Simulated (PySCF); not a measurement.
**How methods differ on the excitation energy of O⁺**

O⁺ [He] 2s2 2p3 (4S) → O⁺ [He] 2s2 2p2 3s1 (4P), as a difference of total energies. Calculation: PySCF 2.14, in dyall-acv3z (15s9p4d2f, 76 functions); scalar relativity by spin-free X2C-1e. Correlated levels: valence: 1s2 frozen; valence and next inner shell: nothing frozen; virtual orbitals above 40 to 60 times the deepest correlated orbital energy dropped. The calculations carry no spin-orbit coupling.

**Question.** Order these methods by the excitation energy they give, lowest first.
A. r2SCAN
B. UHF
C. MP2 (valence)
D. MP2 (valence and next inner shell)

**Answer.** B (22.737 eV), C (23.111 eV), D (23.137 eV), A (23.406 eV).

Errors of the correlated levels include the incompleteness of this basis and the frozen core.

For comparison: 22.987 eV (measured; NIST levels, between the centres of gravity of the two terms).
